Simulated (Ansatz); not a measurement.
Relaxation of AlF$_{2}$H$_{2}$N (6 atoms, charge 0, multiplicity 1), to a largest force component of 0.02 eV/Å in at most 40 steps.

The calculation used Ansatz 0.2.0, RKS B3LYP/def2-SVP.

```xyz
6
Properties=species:S:1:pos:R:3
Al 0.000 0.000 0.000
F 0.000 0.000 1.690
F 1.464 0.000 -0.845
N -1.663 0.000 -0.960
H -2.332 -0.816 -0.861
H -1.912 0.816 -1.589
```

Question: Where does it end, and by what steps?

Answer: It converged. After 5 steps the energy has fallen by 0.707 eV; H6 moved furthest, 0.69 Å.

| step | energy less start (eV) | largest force component (eV/Å) | accepted |
| --- | --- | --- | --- |
| 0 | 0.0000 | 1.838 | yes |
| 1 | -0.4217 | 1.018 | yes |
| 2 | -0.6106 | 0.793 | yes |
| 3 | -0.6794 | 0.752 | yes |
| 4 | -0.7065 | 0.099 | yes |
| 5 | -0.7070 | 0.005 | yes |

```xyz
6
Properties=species:S:1:pos:R:3
Al -0.061 0.000 -0.035
F -0.004 -0.410 1.570
F 1.357 0.410 -0.789
N -1.578 0.000 -0.911
H -2.478 -0.244 -0.510
H -1.679 0.243 -1.891
```

Whether the end is a true minimum wasn't checked by a vibrational analysis.

The run took 14 s on 1 thread of Arm Neoverse V1, with other jobs on the host, peak memory 0.14 GiB.
